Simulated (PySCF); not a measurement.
## Exercise with solution: dipole moment from atomic charges

Ge(Cl)(Me) (CH3ClGe), SMILES [CH3][Ge][Cl] (connectivity only; charge and spin as stated), neutral, multiplicity 1. Atoms are numbered in the order given.

```xyz
6

Ge     0.1930     0.1213     0.6604
Cl    -1.0160    -0.9524    -0.8620
C      1.1748     1.2959    -0.6336
H      1.8921     1.9501    -0.1185
H      0.4495     1.9113    -1.1889
H      1.7048     0.6731    -1.3709
```
Charge 0, spin multiplicity 1.

Geometry optimised at PBE-D3(BJ)/def2-TZVP.

Charges (e) from HF/def2-TZVPD run with PySCF:

```json
[
 {"atom": "Ge1", "ESP fit": "0.121", "IAO": "0.669"},
 {"atom": "Cl2", "ESP fit": "-0.236", "IAO": "-0.407"},
 {"atom": "C3", "ESP fit": "0.242", "IAO": "-0.677"},
 {"atom": "H4", "ESP fit": "-0.059", "IAO": "0.130"},
 {"atom": "H5", "ESP fit": "-0.033", "IAO": "0.143"},
 {"atom": "H6", "ESP fit": "-0.035", "IAO": "0.143"}
]
```

The dipole moment of the full density is 2.57 D.

Q: What dipole moment does each set of point charges give, and which comes closer to that of the density?

A: 
μ = Σ q r, and 1 e Å = 4.8032 D.
ESP fit: Σ q r = (0.361, 0.351, 0.224) e Å, |μ| = 2.65 D.
IAO: Σ q r = (0.301, 0.215, 0.840) e Å, |μ| = 4.41 D.
ESP fit comes closer in size. Point charges leave out the atoms' own dipoles (lone pairs, polarised bonds); fits to the potential absorb them, partitions of the density don't.
